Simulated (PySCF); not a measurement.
GeH6SiTe, SMILES [SiH3][Te][GeH3]. Heavy atoms are numbered as in [Te:1]([SiH3:2])[GeH3:6]. Hydrogens are named by the atom that carries them.

Coordinates come from a PBE-D3(BJ)/def2-SVP optimisation. The structure was generated by enumeration, and PubChem lists no compound with its InChIKey, so it may never have been made. The def2 effective core potentials stand for the cores of Te; spin–orbit coupling is left out.

Computed with PBE/def2-TZVP in PySCF.

Atomic charges (e), one atom of each kind:

```json
[
 {"atom": "Te1", "Löwdin": "0.15", "Mulliken": "-0.14"},
 {"atom": "Si2 (SiH3)", "Löwdin": "-0.02", "Mulliken": "0.05"},
 {"atom": "H on Si2", "Löwdin": "-0.03", "Mulliken": "-0.01"},
 {"atom": "Ge6 (GeH3)", "Löwdin": "0.11", "Mulliken": "0.05"},
 {"atom": "H on Ge6", "Löwdin": "-0.05", "Mulliken": "0.02"}
]
```
